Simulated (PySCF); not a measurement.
Gas-phase reaction: 3 SnHCl + SnCl4 = SnH3Cl + 3 SnCl2

Energies from PySCF, thermal terms from the rigid-rotor harmonic-oscillator model, ideal gas at 1 bar. † marks an energy on the PBE0/def2-TZVP geometry and frequencies; other levels use their own. MP2 freezes the core. All species are closed-shell singlets. Sn: scalar-relativistic def2 core potential, no spin-orbit coupling. SnHCl, SnH3Cl: computed as isolated molecules; such fragments, hydroxides, amides, oligomers or adducts are transient or little studied in the gas. MP2 isn't extrapolated to the basis-set limit.

MP2/def2-SVP† gives ΔH°(298 K) = -190 kJ.

What do PBE0/def2-TZVP, M06-2X/def2-TZVP†, HF/def2-TZVP† give?

PBE0/def2-TZVP: -220 kJ; M06-2X/def2-TZVP†: -202 kJ; HF/def2-TZVP†: -193 kJ. For scale, ΔH°(298 K) is -190 kJ at this level, -209 kJ at ωB97M-V/def2-TZVP†, and runs from -236 to -183 kJ over the 18 levels computed.
